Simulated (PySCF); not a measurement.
Match the calculated data to a structure.

All candidates are C6H6O2S.

| technique | computed result |
| --- | --- |
| NMR, other nuclei | isotropic shieldings of nuclei other than C and H, by class: 86 (1 O), 88 (1 O), 158 (1 S) ppm [GIAO PBE0/pcSseg-1] |
| 1H NMR | chemical shifts (computed TMS as zero) by class: 6.87 (1 H), 6.52 (1 H), 3.90 (1 H), 3.32 (1 H), 2.88 (1 H), 1.76 (1 H) ppm [GIAO PBE0/pcSseg-1] |
| Rotational structure | rotational constants A, B, C: 3.475, 0.929, 0.883 GHz [GFN2-xTB] |
| Triplet | lowest triplet excitation (Tamm–Dancoff): 4.38 eV [TDA PBE0/def2-SVPD] |
| UV, first state | lowest singlet excitation: 5.88 eV (211 nm, f = 0.005) [TDDFT PBE0/def2-SVPD] |
| 13C NMR | chemical shifts (computed TMS as zero) by class: 144.5 (1 C), 144.5 (1 C), 86.6 (1 C), 79.0 (1 C), 60.8 (1 C), 31.7 (1 C) ppm [GIAO PBE0/pcSseg-1] |
| UV, strongest line | among the 6 lowest singlet transitions: S3 at 6.28 eV (197 nm, f = 0.058) [TDDFT PBE0/def2-SVPD] |
| Dipole | 5.08 D [PBE0/def2-SVPD] |
| Polarisability | 90.0 au [PBE0/def2-SVPD] |

Electronic properties: PySCF, gas phase, density fitting. Levels stand in brackets. Isolated species at its GFN2-xTB geometry (one conformer only). Each NMR value is the plain mean over a class of atoms that symmetry, rotation or inversion makes alike.

Question: Which candidate is it?
A. `C#C[C@@H]1C=CS(=O)(=O)C1`
B. `COC(=O)c1ccsc1`
C. `CC(=O)Oc1cccs1`

Answer: A. It is `C#C[C@@H]1C=CS(=O)(=O)C1`. Numbering: `[CH:1]#[C:2][C@@H:3]1[CH:4]=[CH:5][S:6](=[O:7])(=[O:8])[CH2:9]1`. 6 carbons fall into 6 classes; from least to most shielded: alkene CH carbon [C4] (144.5 ppm), alkene CH carbon [C5] (144.5 ppm), alkyne carbon [C2] (86.6 ppm), terminal alkyne carbon [C1] (79.0 ppm), ring sp3 carbon bound to sulfur [C9] (60.8 ppm), allylic carbon [C3] (31.7 ppm). Hydrogen classes from least to most shielded: 1 H on an alkene CH carbon, C5 (6.87 ppm), 1 H on an alkene CH carbon, C4 (6.52 ppm), 1 H on an allylic carbon, C3 (3.90 ppm), 1 H on an sp3 carbon bound to sulfur, C9 (3.32 ppm), 1 H on an sp3 carbon bound to sulfur, C9 (2.88 ppm), 1 H on a terminal alkyne carbon, C1 (1.76 ppm). The other shieldings belong to: 86 ppm, sulfonyl oxygen [O7]; 88 ppm, sulfonyl oxygen [O8]; 158 ppm, sulfonyl sulfur [S6]. The optimised geometry has point group C1 and is an asymmetric top.

The others, at the same levels:
- `COC(=O)c1ccsc1` fails: its computed lowest singlet excitation is 5.14 eV (241 nm, f = 0.000) (against 5.88 eV), lowest triplet excitation (Tamm–Dancoff) is 3.60 eV (against 4.38 eV) and static isotropic polarisability is 94.9 au (against 90.0 au).
- `CC(=O)Oc1cccs1` fails: its computed 13C shifts are 171.9 (1 C), 165.0 (1 C), 130.1 (1 C), 121.5 (1 C), 118.1 (1 C), 24.3 (1 C) ppm, 1H shifts are 8.06 (1 H), 6.97 (1 H), 6.61 (1 H), 2.26 (3 H) ppm and lowest singlet excitation is 5.17 eV (240 nm, f = 0.245) (against 5.88 eV).

Each candidate is one conformer, not necessarily the lowest. The conformers computed, where there is a choice (atom-mapped SMILES and torsion angles):
- `[CH3:1][O:2][C:3](=[O:4])[c:5]1[cH:6][cH:7][s:8][cH:9]1`: C1–O2–C3–O4 0°, O2–C3–C5–C6 0°
- `[CH3:1][C:2](=[O:3])[O:4][c:5]1[cH:6][cH:7][cH:8][s:9]1`: C1–C2–O4–C5 180°, C2–O4–C5–C6 0°

The conformers of `C#C[C@@H]1C=CS(=O)(=O)C1` aren't listed.
